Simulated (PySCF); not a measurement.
All values below come from PBE-D3(BJ)/def2-TZVP // B3LYP-D3(BJ)/def2-TZVP (PySCF). All species are isolated molecules in the gas phase. 

Reference species (SMILES): `Cl[B]Cl` (neutral, multiplicity 2).

| Item | Value |
|---|---|
| highest occupied spin orbital | -5.13 eV |
| dipole moment | 0.42 D |

Changed species: `[BH]Cl` (radical fragment; the reference has radical fragment).

Task: What does the change do to the highest occupied spin orbital and dipole moment?

Result: the highest occupied spin orbital rises by 0.27 eV, to -4.86 eV; the dipole moment rises by 0.13 D, to 0.55 D.
